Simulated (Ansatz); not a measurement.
Geometry optimisation, Ansatz, RKS PBE-D4/def2-mTZVP.

input.yaml

```yaml
crystal:
  periodic: [false, false, false]
  atoms:
    - { symbol: Al, position_ang: [-0.042208, 0.445422, -0.568127] }
    - { symbol: "N", position_ang: [-0.036626, 0.141188, 2.516034] }
    - { symbol: H, position_ang: [-0.850676, -0.057119, 3.102378] }
    - { symbol: H, position_ang: [0.792889, 0.126269, 3.114067] }
    - { symbol: F, position_ang: [1.421323, -0.030241, -1.201306] }
    - { symbol: F, position_ang: [-1.419464, -0.315725, -1.109773] }
    - { symbol: H, position_ang: [-0.141669, 1.709396, 0.35418] }
    - { symbol: H, position_ang: [-0.13877, 1.10401, 2.128947] }
basis:
  gaussian: { orbitals: def2-mTZVP }
hamiltonian:
  xc: pbe
  dispersion: d4
relax:
  f_tol: 0.03
  max_steps: 50
```

Launched with:

```bash
$ ansatz run input.yaml --threads 2 --pin off --max-ram 3072MiB --backend cpu --events-out ev --progress --plain --runs-dir out
```

Question: Where does it end, and by what steps?

Answer: The forces met the threshold. After 8 steps the energy has fallen by 1.281 eV; F5 moved furthest, 0.90 Å. Joined: Al1–N2 (3.10 → 2.05 Å).

```json
{"step": "0", "energy less start (eV)": "0.0000", "largest force component (eV/Å)": "0.793", "accepted": "yes"}
{"step": "1", "energy less start (eV)": "-0.1773", "largest force component (eV/Å)": "1.187", "accepted": "yes"}
{"step": "2", "energy less start (eV)": "-0.4459", "largest force component (eV/Å)": "1.731", "accepted": "yes"}
{"step": "3", "energy less start (eV)": "-0.8366", "largest force component (eV/Å)": "0.590", "accepted": "yes"}
{"step": "4", "energy less start (eV)": "-1.0508", "largest force component (eV/Å)": "0.946", "accepted": "yes"}
{"step": "5", "energy less start (eV)": "-1.2135", "largest force component (eV/Å)": "0.640", "accepted": "yes"}
{"step": "6", "energy less start (eV)": "-1.2670", "largest force component (eV/Å)": "0.376", "accepted": "yes"}
{"step": "7", "energy less start (eV)": "-1.2802", "largest force component (eV/Å)": "0.062", "accepted": "yes"}
{"step": "8", "energy less start (eV)": "-1.2814", "largest force component (eV/Å)": "0.022", "accepted": "yes"}
```

```xyz
8
Properties=species:S:1:pos:R:3
Al -0.064 0.568 0.001
N -0.047 0.301 2.032
H -0.780 -0.369 2.294
H 0.855 -0.100 2.311
F 1.416 -0.186 -0.320
F -1.429 -0.377 -0.318
H -0.172 2.135 -0.247
H -0.194 1.152 2.584
```

Run time: 13 s on 2 threads of Arm Neoverse V2, with other jobs on the host, peak memory 0.15 GiB.
